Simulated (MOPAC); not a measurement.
Job for MOPAC: PM3 on AlH3Se2 (SMILES [SeH][AlH][SeH]), a point of a torsion scan.

```
PM3 1SCF PRECISE CHARGE=0 THREADS=1
AlH3Se2

Se    -2.23329615 1    -0.19626162 1    -0.63571774 1
Al    -0.02677792 1     0.29270297 1    -0.17978264 1
Se     1.82533885 1    -0.95100345 1    -0.77487964 1
H     -2.36846879 1    -0.93928071 1     0.59634794 1
H      0.28276389 1     1.59225430 1     0.57204526 1
H      2.64494014 1     0.01305925 1    -0.08298548 1
```

Output:

```
*******************************************************************************
 **                                                                           **
 **                              MOPAC v23.2.5                                **
 **                                                                           **
 *******************************************************************************
 ** MOPAC's Digital Object Identifier: https://doi.org/10.5281/zenodo.6511958 **
 **                                                                           **
 ** Please cite the open-source release paper for use of this MOPAC version:  **
 ** J. E. Moussa and J. J. P. Stewart (2026)                                  **
 ** MOPAC: An open-source semiempirical molecular orbital program             **
 ** J. Open Source Softw., 11(119), 8025, https://doi.org/10.21105/joss.08025 **
 *******************************************************************************

                              PM3 CALCULATION RESULTS

 *******************************************************************************
 *  PM3        - The PM3 Hamiltonian to be used
 *
 *
 *
 *                 CHARGE ON SYSTEM = 0
 *
 *
 *
 *  PRECISE    - TIGHTER CRITERIA TO BE USED
 *  1SCF       - DO 1 SCF AND THEN STOP
 *  THREADS=1  - MULTI-THREADING NOT USED
 *  T=         - A TIME OF 172800.0 SECONDS REQUESTED
 *  DUMP=N     - RESTART FILE WRITTEN EVERY 7200.0 SECONDS REQUESTED
 *******************************************************************************
PM3 1SCF PRECISE CHARGE=0 THREADS=1
 AlH3Se2

   ATOM   CHEMICAL          X               Y               Z
  NUMBER   SYMBOL      (ANGSTROMS)     (ANGSTROMS)     (ANGSTROMS)

     1      Se         -2.23329615  *  -0.19626162  *  -0.63571774  *
     2      Al         -0.02677792  *   0.29270297  *  -0.17978264  *
     3      Se          1.82533885  *  -0.95100345  *  -0.77487964  *
     4       H         -2.36846879  *  -0.93928071  *   0.59634794  *
     5       H          0.28276389  *   1.59225430  *   0.57204526  *
     6       H          2.64494014  *   0.01305925  *  -0.08298548  *



          CARTESIAN COORDINATES

    NO.       ATOM           X           Y           Z

     1        Se         -2.2333     -0.1963     -0.6357
     2        Al         -0.0268      0.2927     -0.1798
     3        Se          1.8253     -0.9510     -0.7749
     4         H         -2.3685     -0.9393      0.5963
     5         H          0.2828      1.5923      0.5720
     6         H          2.6449      0.0131     -0.0830

  H: (PM3): J. J. P. STEWART, J. COMP. CHEM. 10, 209 (1989).
 Al: (PM3): J. J. P. STEWART, J. COMP. CHEM. 10, 209 (1989).
 Se: (PM3): J. J. P. STEWART, J. COMP. CHEM. 12, 320-341 (1991).

           Empirical Formula: H3 Se2 Al  =     6 atoms



      MOLECULAR POINT GROUP   :   C1


      RHF CALCULATION, NO. OF DOUBLY OCCUPIED LEVELS = 9


 -------------------------------------------------------------------------------
 PM3 1SCF PRECISE CHARGE=0 THREADS=1
 AlH3Se2



     1SCF WAS SPECIFIED, SO BFGS WAS NOT USED
     SCF FIELD WAS ACHIEVED


                              PM3 CALCULATION
                                                       MOPAC v23.2.5 Linux




          FINAL HEAT OF FORMATION =         62.48439 KCAL/MOL =     261.43467 KJ/MOL


          COSMO AREA              =        130.91 SQUARE ANGSTROMS
          COSMO VOLUME            =        122.25 CUBIC ANGSTROMS

          IONIZATION POTENTIAL    =          9.385716 EV
          HOMO LUMO ENERGIES (EV) =         -9.386 -3.841
          NO. OF FILLED LEVELS    =          9
          MOLECULAR WEIGHT        =        187.9252         POINT GROUP:  C1

          MOLECULAR DIMENSIONS (Angstroms)

            Atom       Atom       Distance
            H     6    H     4     5.14808
            H     5   Se     3     3.03299
           Se     1    H     4     1.36743


          SCF CALCULATIONS        =          1





   ATOM   CHEMICAL          X               Y               Z
  NUMBER   SYMBOL      (ANGSTROMS)     (ANGSTROMS)     (ANGSTROMS)

     1      Se         -2.23329615  *  -0.19626162  *  -0.63571774  *
     2      Al         -0.02677792  *   0.29270297  *  -0.17978264  *
     3      Se          1.82533885  *  -0.95100345  *  -0.77487964  *
     4       H         -2.36846879  *  -0.93928071  *   0.59634794  *
     5       H          0.28276389  *   1.59225430  *   0.57204526  *
     6       H          2.64494014  *   0.01305925  *  -0.08298548  *

                             CARTESIAN COORDINATES

   1   Se       -2.233296150    -0.196261620    -0.635717740
   2   Al       -0.026777920     0.292702970    -0.179782640
   3   Se        1.825338850    -0.951003450    -0.774879640
   4    H       -2.368468790    -0.939280710     0.596347940
   5    H        0.282763890     1.592254300     0.572045260
   6    H        2.644940140     0.013059250    -0.082985480


           Empirical Formula: H3 Se2 Al  =     6 atoms



      MOLECULAR POINT GROUP   :   C1


                  EIGENVALUES
 -19.85310 -19.07878 -13.94197 -13.19127 -12.57151 -11.30138 -10.89411 -10.34843
  -9.38572  -3.84050  -3.45109  -1.77430  -0.43733  -0.13274   2.49046


              NET ATOMIC CHARGES AND DIPOLE CONTRIBUTIONS

  ATOM NO.   TYPE          CHARGE      No. of ELECS.   s-Pop       p-Pop
    1         Se          -0.134388        6.1344     1.88633     4.24806
    2         Al           0.292195        2.7078     0.33465     2.37315
    3         Se          -0.033780        6.0338     1.90157     4.13221
    4          H          -0.006677        1.0067     1.00668
    5          H          -0.091920        1.0919     1.09192
    6          H          -0.025431        1.0254     1.02543
 DIPOLE           X         Y         Z       TOTAL
 POINT-CHG.     0.736     0.017     0.022     0.736
 HYBRID         0.705     0.346     1.485     1.680
 SUM            1.440     0.364     1.507     2.116


          ATOMIC ORBITAL ELECTRON POPULATIONS

     Atom    s        px        py        pz
    1 Se   1.88633   1.40009   1.64670   1.20127
    2 Al   0.33465   0.94190   0.87590   0.55536
    3 Se   1.90157   1.32164   1.31662   1.49395
    4  H   1.00668
    5  H   1.09192
    6  H   1.02543

 **********************
 *                    *
 * JOB ENDED NORMALLY *
 *                    *
 **********************




 == MOPAC DONE ==
```

The run finished.

Cost: roughly 0.020 core-seconds.
